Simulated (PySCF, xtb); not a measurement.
CF3GeNO, SMILES C(=O)=[N][Ge]([F])([F])[F]. Other conformers were not sampled.

Harmonic wavenumbers (cm⁻¹) from xtb 6.7.1 with GFN2-xTB at its own minimum, in rising order: 14, 37, 146, 149, 187, 190, 196, 445, 495, 498, 540, 562, 568, 1500, 2514.

### Question
What does PBE-D3(BJ)/def2-SVP run with PySCF give at its own minimum? (Estimate from the structure and the level; the computed values follow.)

### Answer
17, 60, 188, 193, 246, 250, 259, 517, 576, 617, 707, 756, 759, 1430, 2368. Paired by order, the mean absolute difference is 89 cm⁻¹ and the zero-point energies are 11.5 and 12.8 kcal/mol.
